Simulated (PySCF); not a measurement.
**Spectroscopy problems**

No solvent model, a single conformation, rapidly exchanging positions averaged, relativity neglected. GFN2-xTB structure; GIAO PBE0/pcSseg-1 shieldings; PySCF 2.14.0 with density-fitted response routines.

References, each an isolated molecule treated in the same way: ¹H, ¹³C against TMS. Splittings of carbon signals by F and P are missing where no couplings were computed. Where no couplings were computed, multiplicities follow the n + 1 count of equivalent neighbours, and m marks all less simple cases (inequivalent or close neighbours, rings, F or P nearby). Shifts are as computed. Against solution values, carbons near 30 ppm lie about +3 ppm off and those near 130 ppm about +5 ppm. Of 1211 compounds with measured shifts, 218 miss one by over three times the rms of a fit or turn the order of signals round; such compounds aren't used in these exercises.

Problem. C7H11FSi2. ¹H NMR (300 MHz, computed): δ 7.60 (m, 1H), 7.57 (m, 1H), 7.49 (m, 1H), 4.91 (q, 2H), 4.55 (s, 3H), 0.43 (t, 3H). ¹³C{¹H} NMR (computed): δ 176.6 (C), 140.1 (C), 139.2 (CH), 135.8 (CH), 127.6 (C), 126.9 (CH), -9.6 (CH3). What is it?

Solution. SMILES C[SiH2]c1ccc([SiH3])cc1F. Rings plus π bonds: 4 (1 ring in the answer). 7 carbon signals for 7 carbons: no two carbons are equivalent. Carbon types of the structure: 3 × C, 3 × CH, 1 × CH3, leaving 5 H on heteroatoms. δC 176.6: aromatic carbon bearing fluorine; the electronegative substituent deshields the carbon that carries it. δC 140.1, 127.6: substituted aromatic carbon. δC 139.2, 135.8, 126.9: aromatic CH; the aromatic region. δC -9.6: methyl carbon bonded to Si; an electropositive neighbour leaves it electron-rich and shielded.

This is the structure that produced the data.

Problem. C4H8F2O2Si. ¹H NMR (600 MHz, computed): δ 6.44 (m, 1H), 5.19 (m, 1H), 4.90 (m, 1H), 4.88 (m, 1H), 4.32 (m, 1H), 4.26 (m, 1H), 2.40 (m, 1H), 1.91 (m, 1H). ¹³C{¹H} NMR (computed): δ 124.3 (CH), 73.9 (CH), 63.7 (CH2), 31.8 (CH2). What is it?

Solution. SMILES FC(F)[C@H]1CCO[SiH2]O1. The formula gives 1 degree of unsaturation (1 ring in the answer). 4 carbon signals for 4 carbons: no two carbons are equivalent. Carbon types of the structure: 2 × CH, 2 × CH2, leaving 2 H on heteroatoms. δC 124.3: sp3 CH bonded to 2 F; 2 electronegative neighbours deshield it. δC 73.9: sp3 CH bonded to O; deshielded by the electronegative neighbour. δC 63.7: sp3 CH2 bonded to O; pulled downfield by the heteroatom. δH 4.32: hydrogen on an sp3 CH bonded to O; its carbon carries O, hence the downfield position.

This is the structure that produced the data.

Problem. C5H7F3. ¹H NMR (400 MHz, computed): δ 1.19 (m, 3H), 1.17 (m, 1H), 1.01 (m, 1H), 0.99 (m, 1H), 0.42 (m, 1H). ¹³C{¹H} NMR (computed): δ 136.1 (C), 23.9 (CH), 19.7 (CH3), 14.0 (CH), 12.5 (CH2). Identify the compound.

Solution. `InChI=1S/C5H7F3/c1-3-2-4(3)5(6,7)8/h3-4H,2H2,1H3/t3-,4-/m1/s1`. The formula gives 1 degree of unsaturation (1 ring in the answer). 5 carbon signals for 5 carbons: no two carbons are equivalent. Carbon types of the structure: 1 × C, 2 × CH, 1 × CH2, 1 × CH3, which accounts for all hydrogens. δC 136.1: CF3 carbon; 3 electronegative neighbours deshield it. δC 23.9, 14.0, 12.5: three-membered-ring carbon; carbons of three-membered rings are unusually shielded. δC 19.7: methyl carbon; aliphatic region, no heteroatom directly attached. δH 1.19: hydrogen on a methyl carbon; far from electronegative atoms and π systems.

The shifts were computed for this structure.
